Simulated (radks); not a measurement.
Neutral chromium: order these configurations by energy. Calculated with a radial shooting solver on a logarithmic mesh with Libxc functionals: scalar-relativistic Kohn-Sham, r2SCAN, spin-polarised, spherical densities, finite nucleus; meta-GGA in the generalised Kohn-Sham scheme; Fermi nuclear charge, rms radius of each element as measured or else 0.836 A^(1/3) + 0.57 fm. Open shells are filled with parallel spins first. [Ar] 3d4 4s1 4p1; [Ar] 3d4 4s2; [Ar] 3d5 4p1; [Ar] 3d5 4s1; [Ar] 3d6.

Answer. From the lowest, in eV above it: [Ar] 3d5 4s1 0.000; [Ar] 3d4 4s2 2.473; [Ar] 3d5 4p1 3.520; [Ar] 3d4 4s1 4p1 4.338; [Ar] 3d6 5.104.
